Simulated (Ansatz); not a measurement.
Reaction (formal exchange of groups at a C–C bond): `COCCF` + `C[SiH2]F` → `C[SiH](F)CF` + `COC`

Calculated with Ansatz (gas phase, PBE0-D4/def2-TZVP geometries, no zero-point term in ΔE). CCSD(T)/CBS adds triple-zeta CCSD(T) − MP2 to the extrapolated MP2 energy (def2 sets, frozen cores). One conformer a species, not always the lowest.

```json
{"species": "`COCCF`", "HF/def2-QZVPP energy (Eh)": "-292.09164"}
{"species": "`C[SiH2]F`", "HF/def2-QZVPP energy (Eh)": "-429.31530"}
{"species": "`C[SiH](F)CF`", "HF/def2-QZVPP energy (Eh)": "-567.26716"}
{"species": "`COC`", "HF/def2-QZVPP energy (Eh)": "-154.14022"}
```

(1) Work out ΔE.

Largest T1 diagnostic among the species: 0.011.

Results:

(1) ΔE = (-567.26716) + (-154.14022) − (-292.09164) − (-429.31530) = -0.00044 Eh = -1.2 kJ/mol. CCSD(T)/CBS gives -6.0 kJ/mol.
